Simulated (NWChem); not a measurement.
A series in which one site is exchanged, each optimised at PBE0/def2-SVP with NWChem, gas phase unless a solvent is named. All stand in one matching conformer (torsions within 35°), which need not be the lowest. For some, no frequency run checked for a minimum. def2 effective core potentials on Te; no spin-orbit coupling.

A: [OH][Zn][OH] (ZnH$_{2}$O$_{2}$; site = Zn)
B: [Te](O)O (H2TeO2; site = Te)
C: [OH][Be][OH] (BeH$_{2}$O$_{2}$; site = Be)

Values for A:

- dipole (D), PBE0/def2-SVP: 1.88
- orbital gap (eV), PBE0/def2-SVP: 7.02
- vertical ionisation energy, ΔSCF, PBE/def2-SVP (eV): 9.77

Question: How do these values change for the other members?

Answer: 
| change from A | B | C |
|---|---|---|
| dipole (D), PBE0/def2-SVP | -1.01 | -0.06 |
| orbital gap (eV), PBE0/def2-SVP | -2.23 | +1.73 |
| vertical ionisation energy, ΔSCF, PBE/def2-SVP (eV) | -1.43 | +1.11 |
